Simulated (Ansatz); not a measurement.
Consider the formal exchange of groups at a Ge–C bond: `[GeH3][CH]1O[SiH2]O1` + `OC(F)F` → `O[C](F)(F)[GeH3]` + `C1O[SiH2]O1`.

Gas-phase electronic energies from Ansatz, PBE0-D4/def2-TZVP geometries. CBS: MP2 limit from def2 TZ/QZ plus the TZ coupled-cluster correction, frozen cores. Functionals use def2-TZVPP. B3LYP here is the variant with VWN-RPA as its local correlation; programs differ in this. For Ge outer-core shells are correlated without core-valence functions, which leaves a few kJ/mol of doubt a bond. Scalar relativity is left out up to krypton. One conformer a species, not always the lowest.

`[GeH3][CH]1O[SiH2]O1`:

Z-matrix (Å, degrees):
```
C
O 1 1.439
Si 1 2.163 2 50.3
Ge 1 1.987 2 111.8 3 -119.3
O 1 1.439 2 100.6 3 -0.5
H 1 1.096 2 109.7 3 115.1
H 3 1.484 1 124.9 2 90.3
H 3 1.482 1 125.5 2 -89.7
H 4 1.536 1 109.4 2 175.8
H 4 1.536 1 109.4 2 -63.9
H 4 1.535 1 107.4 2 55.9
```

`OC(F)F`:

```xyz
6

O    -0.841   -0.311   -0.618
C     0.092   -0.064    0.320
F     0.197    1.263    0.576
F     1.323   -0.456   -0.090
H    -0.602    0.159   -1.427
H    -0.169   -0.591    1.239
```

`O[C](F)(F)[GeH3]`:

Z-matrix (Å, degrees):
```
C
F 1 1.346
F 1 1.370 2 106.5
O 1 1.364 2 105.7 3 -116.4
Ge 1 2.010 2 110.3 3 118.0
H 4 0.963 1 108.9 2 176.4
H 5 1.531 1 109.3 2 -66.4
H 5 1.537 1 106.6 2 173.9
H 5 1.532 1 108.1 2 55.3
```

`C1O[SiH2]O1`:

```xyz
8

C    -0.035    0.640    0.885
O     0.797    0.740   -0.273
Si    0.034   -0.621   -0.858
O    -0.809   -0.522    0.575
H     0.565    0.483    1.787
H    -0.675    1.523    0.986
H    -0.770   -0.424   -2.088
H     0.894   -1.819   -1.013
```

```tsv
level	ΔE (kcal/mol)	difference from CCSD(T)/CBS
PBE	4.2	-1.3
r2SCAN	4.3	-1.2
B3LYP	4.5	-1.0
MP2/def2-TZVPP	6.5	1.0
SCS-MP2/def2-TZVPP	6.1	0.6
CCSD(T)/def2-TZVPP	6.0	0.5
MP2/def2-QZVPP	6.1	0.6
SCS-MP2/def2-QZVPP	5.8	0.3
HF/CBS(def2)	5.4	-0.1
CCSD/CBS(def2)	5.5	0.0
CCSD(T)/CBS	5.5	0
```

Largest T1 diagnostic among the species: 0.013.

The D4 term adds +0.8 kcal/mol with B3LYP and +0.5 kcal/mol with PBE0; it sums over pairs of atoms, weighted by their polarisabilities, and B3LYP, whose exchange is more repulsive, gets the larger term.
